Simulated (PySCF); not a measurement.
Ligand exchange on a metal centre used in film growth or etching (Cd F-OH). All species are isolated molecules in the gas phase. One relaxed conformer stands for each flexible species; it need not be the lowest.

The LUMO from two functionals at the same geometries (r2SCAN-D4/def2-SVP), both in PySCF: PBE-D3(BJ)/def2-TZVP and TPSSh-D3(BJ)/def2-TZVP. 

| species | PBE-D3(BJ)/def2-TZVP (eV) | TPSSh-D3(BJ)/def2-TZVP (eV) |
|---|---|---|
| 0 of 2 F replaced by OH ([Cd(F)2]) | -3.34 | -2.75 |
| 1 of 2 F replaced by OH | -2.81 | -2.25 |
| 2 of 2 F replaced by OH | -2.35 | -1.82 |

Over these rows, drawn at random from the members with no instability flagged (it was tested for open shells, ions and some series alone), PBE minus TPSSh-D3(BJ): mean -0.56 eV, from -0.58 eV to -0.53 eV.
